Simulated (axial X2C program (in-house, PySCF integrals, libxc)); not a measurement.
Working with the constants of NaW⁺

A bond curve at the CCSD(T) level, with spin–orbit coupling, was computed with an in-house relativistic program for diatomic molecules (basis W dyall-cv3z [13s14p9d7f4g], Na dyall-cv3z [9s8p5d2f] (cores contracted in-house)) for the state Ω = 3 (⟨Sz⟩ = 2.98, ⟨Lz⟩ = 0.02 at HF). Its fit gives Re = 3.2673 Å, ωe = 116.0 cm⁻¹, ωexe = 0.78 cm⁻¹ and αe = 6.748e-04 cm⁻¹; the masses are 183.9509 and 22.9898 u. Two-component means X2C with spin–orbit coupling and atomic mean-field Coulomb and Gaunt terms.

Correlated methods: 6 electrons correlated (number of frozen shells: W 5 s, 4 p, 2 d, 1 f; Na 2 s, 1 p), 338 virtual spin orbitals or spinors in MP2, 47 natural virtuals in coupled cluster.

**Question.** Find the reduced mass, Be and the force constant.

**Answer.** From the CCSD(T) values: μ = 20.4358 u. Be = 16.8576/(μ Re²) = 0.07727 cm⁻¹. k = 5.8918×10⁻⁷ μ ωe² = 0.162 mdyn/Å.

**Question.** Estimate the centrifugal constant by the Kratzer relation.

**Answer.** D = 4Be³/ωe² = 1.37e-07 cm⁻¹.

**Question.** A Morse curve ties αe to the other constants (Pekeris). How well does that hold?

**Answer.** αe(Morse) = 6Be²/ωe × (√(ωexe/Be) − 1) = 6.724e-04 cm⁻¹; the CCSD(T) curve gives 6.748e-04 cm⁻¹, a ratio of 1.00.

**Question.** Where do the fundamental and the first overtone lie?

**Answer.** ν(1←0) = ωe − 2ωexe = 114.4 cm⁻¹; ν(2←0) = 2ωe − 6ωexe = 227.3 cm⁻¹.

Occupations by symmetry block were frozen at the best pattern of an incomplete PBE0 search. CCSD and (T) use frozen natural virtuals with an MP2 correction for the truncation; (T) itself is uncorrected, so its De runs slightly low. With several unpaired electrons one determinant need not be a pure state. Open-shell Ω = 0 determinants with evenly filled partner blocks cannot be reached by this program, so the Ω shown need not be the lowest component. With the outer-core shells frozen, correlated bond lengths of heavy atoms tend to come out a few hundredths of an ångström too long. Under one Hamiltonian the search converged a single determinant, so lower ones may well exist.
